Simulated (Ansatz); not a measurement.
Gas-phase reaction in SMILES: [SiH3][SiH2][SiH2][SiH2][SiH3] [bis(disilanyl)silane] + 3 [SiH4] (SiH4) -> 4 [SiH3][SiH3]
Geometries: B3LYP-D3(BJ)/def2-TZVP minima from Ansatz (an electronic-structure program), one conformer each, not searched for the lowest.

Wanted: bond separation energy (electronic energy difference), in kcal/mol. Valence correlation only, unless marked. Spin-orbit coupling is left out. No relativistic terms. Basis-set limits of correlation are two-point, X^-3; Hartree-Fock from the larger set. The bracket is a focal-point correction in the basis named.

| level | program | bond separation energy (kcal/mol) |
|---|---|---|
| r2SCAN0-D4/def2-TZVPD | Ansatz + dftd4 | 5.0 |
| CAM-B3LYP-D3(BJ)/def2-TZVPD | Ansatz + dftd3 | 4.7 |
| CAM-B3LYP-D4/def2-TZVPD | Ansatz + dftd4 | 4.5 |
| B2GP-PLYP-D3(BJ)/def2-TZVPD | Ansatz + dftd3 | 6.0 |
| B2PLYP/def2-TZVPD | Ansatz | 4.0 |
| MP2/aug-cc-pV(D+d)Z | Ansatz | 7.6 |

### Question
Predict the RI-MP2/CBS(cc-pV(T+d)Z,cc-pV(Q+d)Z)+[CCSD(T)-MP2]/cc-pV(T+d)Z result (Ansatz).

### Answer
5.4 kcal/mol
